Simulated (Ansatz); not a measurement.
Mulliken charges of CH6InNS, SMILES `[CH3][In]([NH2])[SH]` from PBE/def2-TZVPP in Ansatz (PBE0-D4/def2-TZVP geometry).

```tsv
atom	x (Å)	y (Å)	z (Å)	charge (e)
C1	-0.276	1.907	0.362	-0.539
In2	-0.066	-0.213	0.205	0.669
N3	0.768	-1.173	-1.362	-0.476
S4	-0.652	-1.674	2.013	-0.403
H5	0.706	2.377	0.290	0.118
H6	-0.901	2.282	-0.450	0.115
H7	-0.730	2.170	1.316	0.125
H8	0.617	-2.164	-1.475	0.140
H9	0.791	-0.728	-2.267	0.140
H10	-0.256	-2.784	1.369	0.112
```

Task: By hand: the dipole of these point charges (1 e Å = 4.8032 D).

Result: Σ q r = (0.059, 0.160, -0.444) e Å, of length 0.476 e Å = 2.29 D.

Task: How does the dipole of the full density compare? (Estimate.)

Result: The calculation gave: (-0.001, 0.201, -0.421) e Å, 2.24 D; the point charges give 1.02 times that, at 9° from its direction.

Point charges leave out the atoms' own dipoles, such as those of lone pairs, and Mulliken's split depends on the basis, so the close match here is no proof of good charges.
